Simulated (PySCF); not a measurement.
# Atomic charges by several schemes

C8H15P.
Cartesian coordinates in Å at the GFN2-xTB level; atoms count from 1:
```
atom  x, y, z in Å
C1     3.3356    0.1900    0.2420
C2     2.3049    0.7351   -0.3785
C3     1.1688   -0.0430   -0.9481
P4    -0.2977    0.0361    0.1584
C5     0.0111   -0.9271    1.5338
C6    -0.7013    1.8218    0.1742
C7    -1.9168    2.3516    0.1048
C8    -1.6787   -0.7087   -0.7973
C9    -1.3734   -2.1563   -1.1540
H10    3.4207   -0.8769    0.3662
H11    4.1322    0.7860    0.6536
H12    2.2465    1.8101   -0.4944
H13    1.4232   -1.1036   -1.0155
H14    0.8798    0.3425   -1.9304
H15    0.9254   -0.6094    2.0319
H16   -0.8343   -0.9118    2.2204
H17    0.1333    2.4308    0.5117
H18   -2.0924    3.3975    0.3017
H19   -2.7788    1.7750   -0.1873
H20   -2.5592   -0.6638   -0.1496
H21   -1.8733   -0.1048   -1.6879
H22   -0.6275   -2.2142   -1.9438
H23   -2.2718   -2.6668   -1.4952
H24   -0.9881   -2.6704   -0.2756
```

Density: PBE0/pcSseg-1 (PySCF); schemes: Mulliken, IAO, Hirshfeld and ESP-fitted. The structure is a single GFN2-xTB conformer in the gas phase; no vibrational or solvent corrections.

Q: Atoms with like bonding are taken together and averaged. For which atoms does the sign change between the 4 schemes (beyond +0.03 e in one, beyond −0.03 e in another)?

A: For none.

Q: Do the Mulliken, IAO, Hirshfeld and ESP-fitted schemes agree on where the charge is lowest?

A: All schemes agree: Mulliken C5 (-0.504); IAO C5 (-0.925); Hirshfeld C5 (-0.322); ESP-fitted C5 (-1.011).

Q: Which atoms carry the highest charge in the Mulliken, IAO, Hirshfeld and ESP-fitted schemes?

A: All schemes agree: Mulliken P4 (+0.463); IAO P4 (+1.193); Hirshfeld P4 (+0.371); ESP-fitted P4 (+0.635).

Q: Tabulate the Mulliken, IAO, Hirshfeld and ESP-fitted charges.

A: In e; atoms taken as equivalent share a row and are averaged (×n: the atom named and its like, n in all):

```json
{"atom": "C1", "environment": "terminal =CH2 carbon", "Mulliken": "-0.118", "IAO": "-0.315", "Hirshfeld": "-0.095", "ESP-fitted": "-0.456"}
{"atom": "C2", "environment": "alkene CH carbon", "Mulliken": "-0.268", "IAO": "-0.138", "Hirshfeld": "-0.039", "ESP-fitted": "-0.106"}
{"atom": "C3", "environment": "sp3 carbon bound to phosphorus", "Mulliken": "-0.315", "IAO": "-0.469", "Hirshfeld": "-0.104", "ESP-fitted": "-0.320"}
{"atom": "P4", "environment": "phosphorus bonded to 4 C", "Mulliken": "+0.463", "IAO": "+1.193", "Hirshfeld": "+0.371", "ESP-fitted": "+0.635"}
{"atom": "C5", "environment": "carbon bonded to P and 2 H", "Mulliken": "-0.504", "IAO": "-0.925", "Hirshfeld": "-0.322", "ESP-fitted": "-1.011"}
{"atom": "C6", "environment": "alkene CH carbon", "Mulliken": "-0.407", "IAO": "-0.413", "Hirshfeld": "-0.104", "ESP-fitted": "-0.428"}
{"atom": "C7", "environment": "terminal =CH2 carbon", "Mulliken": "-0.131", "IAO": "-0.293", "Hirshfeld": "-0.089", "ESP-fitted": "-0.224"}
{"atom": "C8", "environment": "sp3 carbon bound to phosphorus", "Mulliken": "-0.456", "IAO": "-0.468", "Hirshfeld": "-0.102", "ESP-fitted": "-0.093"}
{"atom": "C9", "environment": "methyl carbon", "Mulliken": "-0.247", "IAO": "-0.419", "Hirshfeld": "-0.119", "ESP-fitted": "-0.265"}
{"atom": "H10", "environment": "vinylic hydrogen", "Mulliken": "+0.119", "IAO": "+0.152", "Hirshfeld": "+0.050", "ESP-fitted": "+0.212"}
{"atom": "H11", "environment": "vinylic hydrogen", "Mulliken": "+0.118", "IAO": "+0.153", "Hirshfeld": "+0.048", "ESP-fitted": "+0.186"}
{"atom": "H12", "environment": "vinylic hydrogen", "Mulliken": "+0.115", "IAO": "+0.142", "Hirshfeld": "+0.044", "ESP-fitted": "+0.149"}
{"atom": "H13", "environment": "methylene hydrogen", "Mulliken": "+0.168", "IAO": "+0.166", "Hirshfeld": "+0.053", "ESP-fitted": "+0.173"}
{"atom": "H14", "environment": "methylene hydrogen", "Mulliken": "+0.156", "IAO": "+0.156", "Hirshfeld": "+0.048", "ESP-fitted": "+0.151"}
{"atom": "H15/H16", "environment": "hydrogen on C5", "Mulliken": "+0.115", "IAO": "+0.141", "Hirshfeld": "+0.009", "ESP-fitted": "+0.260"}
{"atom": "H17", "environment": "vinylic hydrogen", "Mulliken": "+0.140", "IAO": "+0.153", "Hirshfeld": "+0.042", "ESP-fitted": "+0.207"}
{"atom": "H18", "environment": "vinylic hydrogen", "Mulliken": "+0.126", "IAO": "+0.156", "Hirshfeld": "+0.051", "ESP-fitted": "+0.154"}
{"atom": "H19", "environment": "vinylic hydrogen", "Mulliken": "+0.122", "IAO": "+0.146", "Hirshfeld": "+0.046", "ESP-fitted": "+0.112"}
{"atom": "H20", "environment": "methylene hydrogen", "Mulliken": "+0.161", "IAO": "+0.151", "Hirshfeld": "+0.048", "ESP-fitted": "+0.114"}
{"atom": "H21", "environment": "methylene hydrogen", "Mulliken": "+0.146", "IAO": "+0.146", "Hirshfeld": "+0.041", "ESP-fitted": "+0.059"}
{"atom": "H22/H23/H24", "environment": "methyl hydrogen", "Mulliken": "+0.127", "IAO": "+0.148", "Hirshfeld": "+0.038", "ESP-fitted": "+0.076"}
```

Mean size of the charges over all atoms: IAO 0.287 e, ESP-fitted 0.242 e, Mulliken 0.204 e, Hirshfeld 0.081 e. Each set sums to the total charge, 0, to within 0.001 e. The ESP scheme fits charges at the nuclei, held to the total charge, to the electrostatic potential on points at 1.4 to 2.0 times the van der Waals radii.

Some averages cover members that differ in this geometry: H22/H23/H24, Mulliken +0.114 to +0.149; H22/H23/H24, IAO +0.136 to +0.165 e.

Q: Sum the charges by element, for elements with more than one atom.

A: 
| element | atoms | Mulliken | IAO | Hirshfeld | ESP-fitted |
| --- | --- | --- | --- | --- | --- |
| C | 8 | -2.446 | -3.440 | -0.974 | -2.903 |
| H | 15 | +1.983 | +2.247 | +0.603 | +2.268 |

Q: How closely do the schemes follow one another over all atoms?

A: Correlation coefficient and root-mean-square difference: IAO with Hirshfeld 0.99, 0.272 e; Mulliken with IAO 0.93, 0.189 e; Hirshfeld with ESP-fitted 0.92, 0.217 e; IAO with ESP-fitted 0.92, 0.157 e; Mulliken with Hirshfeld 0.89, 0.145 e; Mulliken with ESP-fitted 0.87, 0.164 e.

Q: How many electrons does the IAO scheme count on C3?

A: Z − q = 6 − (-0.469) ≈ 6.470.

These values come from a run that also computed NMR shieldings. Time: 1.8 min of wall time (with the writing of density and orbital grids); peak memory 1.0 GiB. Hardware: one thread, Arm Neoverse N1 (aarch64), no GPU, shared host.
